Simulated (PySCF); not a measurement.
Computed shifts of a molecule C3H6FNSi, PySCF with PBE0/pcSseg-1, GIAO, gas phase, equivalent atoms averaged, in ppm (number of nuclei): ¹³C: 85.6 (1), 85.1 (1), 37.2 (1). ¹⁵N: 35.3 (1). ²⁹Si: -1.8 (1). ¹⁹F: -221.2 (1). ¹H: 5.49 (1), 4.92 (1), 3.91 (1), 2.92 (1), 1.45 (1), 0.48 (1). References: ¹³C against TMS (σ = 186.3 ppm); ¹⁵N against NH3 (σ = 267.4 ppm); ²⁹Si against TMS (σ = 352.7 ppm); ¹⁹F against CFCl3 (σ = 167.2 ppm); ¹H against TMS (σ = 31.56 ppm), references at their B3LYP-D3(BJ)/def2-TZVP geometries, non-relativistic. The structure is a stationary point at PBE-D3(BJ)/def2-SVP. One conformer was computed; it need not be the lowest.

Task: Identify the compound among the candidates.
(A) F[C@@H]1CN=C[SiH2]1
(B) C[C@H]1N=C[Si@H]1F
(C) C[C@@H](C#N)[SiH2]F
(D) C#C[C@H](N)[SiH2]F

Result: D, C#C[C@H](N)[SiH2]F
